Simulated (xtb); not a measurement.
C5H8O3, SMILES C=CC(=O)OCCO. All values are semi-empirical tight-binding results from xtb (GFN2-xTB unless named), good for trends rather than for accurate numbers. Geometry optimised at GFN2-xTB. The values are those of a single conformer.

Optimised geometry:

Bonds (Å): C1–C2 1.325, C1–H9 1.076, C1–H10 1.078, C2–C3 1.478, C2–H11 1.079, C3–O4 1.204, C3–O5 1.346, O5–C6 1.421, C6–C7 1.536, C6–H12 1.094, C6–H13 1.095, C7–O8 1.402, C7–H14 1.092, C7–H15 1.100, O8–H16 0.964. Bond angles (°): C2–C1–H9 122.4, C2–C1–H10 120.1, H9–C1–H10 117.5, C1–C2–C3 121.1, C1–C2–H11 123.3, C3–C2–H11 115.6, C2–C3–O4 125.7, C2–C3–O5 110.5, O4–C3–O5 123.8, C3–O5–C6 117.0, O5–C6–C7 111.3, O5–C6–H12 105.5, O5–C6–H13 109.9, C7–C6–H12 110.5, C7–C6–H13 109.7, H12–C6–H13 110.0, C6–C7–O8 112.1, C6–C7–H14 109.6, C6–C7–H15 108.8, O8–C7–H14 106.1, O8–C7–H15 111.3, H14–C7–H15 108.9, C7–O8–H16 109.4.

```yaml
orbital_gap: 3.79 eV
dipole_moment: 3.56 D
zero_point_energy: 77.7 kcal/mol
G − E(el) at 298.15 K (modified RRHO): 55.9 kcal/mol
static polarisability (D4 model): 73.8 bohr³
solvation energy, GFN2-xTB/ALPB(water): -8.0 kcal/mol
solvation energy, GFN2-xTB/ALPB(benzene): -8.4 kcal/mol
```

Computed IR lines (harmonic; lines under 4 % of the strongest left out, lines within 3 cm⁻¹ merged):
ν (cm⁻¹): 294 (w), 353 (m), 372 (m), 770 (w), 1004 (w), 1018 (w), 1050 (w), 1062 (m), 1103 (m), 1140 (vs), 1183 (w), 1267 (m), 1284 (w), 1324 (w), 1349 (w), 1376 (w), 1674 (w), 1755 (vs), 2878 (m), 2949 (w), 2957 (w), 2997 (w), 3138 (w) (against the strongest line: vs over 80 %, s over 45 %, m over 15 %, w over 4 %, vw less)

Computed atomic charges and the Wiberg bond orders between heavy atoms:
charges (e) C1 -0.06, C2 -0.06, C3 0.35, O4 -0.40, O5 -0.27, C6 0.06, C7 0.07, O8 -0.43, H9 0.07, H10 0.08, H11 0.07, H12 0.06, H13 0.07, H14 0.07, H15 0.03, H16 0.29. Bond orders C1–C2 1.93, C2–C3 1.01, C3–O4 1.74, C3–O5 1.11, O5–C6 0.95, C6–C7 0.98, C7–O8 1.01.
